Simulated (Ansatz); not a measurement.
Gas-phase electronic energies from Ansatz, PBE0-D4/def2-TZVP geometries. CCSD(T)/CBS adds triple-zeta CCSD(T) − MP2 to the extrapolated MP2 energy (def2 sets, frozen cores). This one scheme is used for every species. DFT in def2-TZVPP. B3LYP here is the variant with VWN-RPA as its local correlation; programs differ in this. Elements past krypton have def2 core potentials. For Sn outer-core shells are correlated without core-valence functions, which leaves a few kJ/mol of doubt a bond. One conformer a species, not always the lowest.

Consider the ligand exchange at the Sn–Cl bond: `[Cl][Sn]([Cl])([Cl])[Cl]` + `CC(C)N` → `CC(C)[NH][Sn]([Cl])([Cl])[Cl]` + HCl.

Q: Is it downhill or uphill in electronic energy at CCSD(T)/CBS, and by how much? (An estimate is asked.)

A: The calculation gave: Uphill: ΔE = +59.3 kJ/mol.

Q: What do these levels give: B3LYP-D4, BHLYP-D4, ωB97X-V, PBE-QIDH, PBE0, HF/def2-SVP, CCSD/def2-SVP, MP2/def2-TZVPP, CCSD(T)/def2-TZVPP, MP2/def2-QZVPP, SCS-MP2/def2-QZVPP, HF/CBS(def2)? (An estimate is asked.)

A: The calculation gave: B3LYP-D4 66.7, BHLYP-D4 71.5, ωB97X-V 66.1, PBE-QIDH 67.6, PBE0 76.9, HF/def2-SVP 90.4, CCSD/def2-SVP 64.7, MP2/def2-TZVPP 53.3, CCSD(T)/def2-TZVPP 54.9, MP2/def2-QZVPP 56.4, SCS-MP2/def2-QZVPP 61.0, HF/CBS(def2) 92.2 kJ/mol.

Largest T1 diagnostic among the species: 0.011.

From r2SCAN to r2SCAN0 (25 % exact exchange), in def2-TZVPP and without D4, ΔE moves by +3.3 kJ/mol. In def2-TZVPP, CCSD(T) changes the Hartree–Fock value by −35.6 kJ/mol (the triples alone add −4.7 kJ/mol) and MP2 by −37.2 kJ/mol. The D4 term adds −13.4 kJ/mol with B3LYP and −8.4 kJ/mol with PBE0; it sums over pairs of atoms, weighted by their polarisabilities, and B3LYP, whose exchange is more repulsive, gets the larger term.
